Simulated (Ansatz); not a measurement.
Relaxation of C2H11NOSi2 (17 atoms, charge 0, multiplicity 1), to a largest force component of 0.02 eV/Å in at most 40 steps.

The calculation used Ansatz 0.2.0, RKS PBE0-D4/STO-3G.

```xyz
17
Properties=species:S:1:pos:R:3
Si 0.000 0.000 0.000
N 0.000 0.000 1.820
H -0.877 -0.271 2.350
H 0.877 0.271 2.350
C 1.763 0.000 -0.623
H 2.111 -1.046 -0.751
H 1.812 0.528 -1.598
H 2.415 0.519 0.111
O -0.791 1.371 -0.559
Si -2.400 1.426 -1.040
H -3.212 0.642 -0.114
H -2.862 2.811 -1.038
H -2.527 0.874 -2.385
C -0.881 -1.526 -0.623
H -1.380 -2.038 0.226
H -1.641 -1.233 -1.377
H -0.145 -2.215 -1.088
```

Question: Where does it end, and by what steps?

Answer: The run converged. The force dipped under the threshold on the way, but the program's further checks kept it going. Limits of this set-up: minimal basis. After 15 steps the energy has fallen by 0.572 eV; H16 moved furthest, 1.05 Å.

```
step  energy less start (eV)  largest force component (eV/Å)  accepted
   0                  0.0000                           2.527       yes
   1                 -0.3687                           1.419       yes
   2                 -0.4336                           0.318       yes
   3                 -0.4770                           0.280       yes
   4                 -0.4859                           0.784       yes
   5                 -0.5293                           0.598       yes
   6                 -0.5556                           0.255       yes
   7                 -0.5638                           0.180       yes
   8                 -0.5648                           0.115       yes
   9                 -0.5691                           0.071       yes
  10                 -0.5704                           0.045       yes
  11                 -0.5710                           0.058       yes
  12                 -0.5714                           0.032       yes
  13                 -0.5715                           0.010       yes
  14                 -0.5716                           0.009       yes
  15                 -0.5717                           0.010       yes
```

```xyz
17
Properties=species:S:1:pos:R:3
Si 0.014 -0.095 -0.141
N -0.098 -0.245 1.607
H -1.081 -0.307 1.949
H 0.310 0.575 2.105
C 1.819 0.026 -0.588
H 2.369 -0.843 -0.217
H 1.955 0.074 -1.672
H 2.277 0.921 -0.156
O -0.687 1.323 -0.742
Si -2.368 1.489 -0.661
H -2.894 1.213 0.663
H -2.673 2.859 -1.002
H -3.053 0.611 -1.590
C -0.785 -1.626 -0.860
H -1.802 -1.773 -0.487
H -0.834 -1.577 -1.952
H -0.205 -2.514 -0.593
```

Whether the end is a true minimum wasn't checked by a vibrational analysis.

The run took 43 s on 1 thread of Intel(R) Xeon(R) 6975P-C (Granite Rapids), on a shared host, peak memory 0.18 GiB.
